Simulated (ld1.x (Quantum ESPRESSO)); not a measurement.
## Nd, TM: configuration errors across variants

| Property | Result |
| --- | --- |
| Element | Nd |
| Generator | ld1.x (Quantum ESPRESSO) 7.5 |
| Type | norm-conserving Troullier–Martins (Kleinman–Bylander form) |
| Functional | LDA (PZ) |
| Relativity | scalar-relativistic |
| Frozen core | [Kr] 4d10 5s2 |
| Valence charge | 12 |
| Reference configuration | 4f4 5p6 5d0 6s1 6p1 |
| Partial waves | 6s (bound): rc 3.65 bohr; 5p (bound): rc 1.55 bohr; 5d (bound, empty): rc 4.05 bohr; 4f (bound): rc 1.55 bohr |
| Local potential | all-electron potential smoothed inside 2.10 bohr (lloc = -1) |
| Core correction | none |

Occupied shells without a wave of their own: 6p. They enter only through the test configuration that unscreens the potential.

All-electron excitation energies from the reference (eV): (1) 4f4 5p6 5d0 6s2 6p0 -2.425; (2) 4f4 5p6 5d0 6s1 6p0 3.571; (3) 4f4 5p6 5d0 6s0 6p0 14.560; (4) 4f4 5p6 5d1 6s0 6p0 4.677; (5) 4f4 5p6 5d0 6s0 6p2 2.576; (6) 4f4 5p6 5d0 6s1.5 6p0 -0.030; (7) 4f4 5p6 5d0 6s1 6p1 spin -2.840; (8) 4f4 5p6 5d0 6s2 6p0 spin -4.727.

Spin tests fill each open shell by Hund’s rule, majority spin first.

For the base: The 6p level has no wave, so the channel is fitted at the deeper level alone: the likely source of the large errors.

Tests that are not counted but printed errors over 1 eV. “base”: 4f4 5p5 5d0 6s2 6p0 (solver errors, printed error -885 eV). “all radii scaled by about 1.38 (s 5.04, p 2.14, d 5.58, f 2.14 bohr); local potential all-electron potential smoothed inside 2.90 bohr (lloc = -1)”: 4f4 5p6 5d0 6s2 6p0 (spin-polarised) (solver errors, printed error -1056 eV); 4f4 5p6 5d0 6s1 6p1 (spin-polarised) (solver errors, printed error -1054 eV); 1 more.

2 further variants failed, have other tests or too few solved ones, and are left out.

A true bound ghost makes a file unfit for plane-wave use even where its test errors are small: the radial tests pick states by their node count and pass the ghost by. Where a test does run into it, the solver fails or the error is huge.

Errors AE − PS in meV (a dash: test not solved or not reliable):

```tsv
change	(1)	(2)	(3)	(4)	(5)	(6)	(7)	(8)	bound ghosts
base	-2.0	-4.5	-7.9	+0.2	+1.0	-3.8	+5678	+5700	s
all radii scaled by about 1.13 (s 4.12, p 1.74, d 4.58, f 1.74 bohr); local potential all-electron potential smoothed inside 2.36 bohr (lloc = -1)	+20	+41	+62	+57	-33	+29	+5181	+5214	s
all radii scaled by about 1.38 (s 5.04, p 2.14, d 5.58, f 2.14 bohr); local potential all-electron potential smoothed inside 2.90 bohr (lloc = -1)	-20	-24	-68	+58	+4.7	-20	–	–	s
```

Question: Give the same row for: all radii scaled by about 1.28 (s 4.66, p 1.98, d 5.18, f 1.98 bohr); local potential all-electron potential smoothed inside 2.68 bohr (lloc = -1).

Answer: -55, -102, -178, -23, +66, -77, –, –; bound ghosts: s. Not counted: 4f4 5p6 5d0 6s1 6p1 (spin-polarised) (solver errors, printed error -1020 eV); 4f4 5p6 5d0 6s2 6p0 (spin-polarised) (solver errors, printed error -1024 eV).
